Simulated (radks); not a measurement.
Ne+, 9 electrons, occupied as [He] 2s2 2p5.

Method: non-relativistic Kohn-Sham, Tao-Mo meta-GGA, spin-polarised, spherical densities, point nucleus; open shells are filled with parallel spins first; meta-GGA in the generalised Kohn-Sham scheme; computed with a radial shooting solver on a logarithmic mesh with Libxc functionals.

Energy parts (hartree):
| part | energy |
|---|---|
| total | -128.10969 |
| kinetic | 127.87037 |
| electron-nucleus | -302.88962 |
| Hartree | 58.79309 |
| exchange-correlation | -11.88352 |

Orbitals (lengths in bohr, moments of r in powers of bohr):
[
 {"orbital": "1s up", "occ.": "1", "eigenvalue (hartree)": "-31.49158", "<r>": "0.1579"},
 {"orbital": "1s down", "occ.": "1", "eigenvalue (hartree)": "-31.45777", "<r>": "0.1577"},
 {"orbital": "2s up", "occ.": "1", "eigenvalue (hartree)": "-2.11154", "<r>": "0.8591"},
 {"orbital": "2s down", "occ.": "1", "eigenvalue (hartree)": "-2.03116", "<r>": "0.8674"},
 {"orbital": "2p up", "occ.": "3", "eigenvalue (hartree)": "-1.22156", "<r>": "0.8760"},
 {"orbital": "2p down", "occ.": "2", "eigenvalue (hartree)": "-1.14173", "<r>": "0.8940"}
]

The highest occupied level is 2p down at -31.068 eV. Virial ratio -V/T = 2.00187. Summed over all electrons, <r^2> = 6.905 bohr^2, which gives a Langevin (diamagnetic) susceptibility term of -5.47 x 10^-6 cm^3/mol. The density falls to 0.001 e/bohr^3 at r = 2.62 bohr. For comparison, the ionisation energy in NIST's Atomic Spectra Database is 40.963 eV (measured). In exact Kohn-Sham theory the highest level is minus the ionisation energy, but local and semilocal functionals leave it too shallow, through self-interaction and a potential that decays too fast; potentials with the right tail come closer.
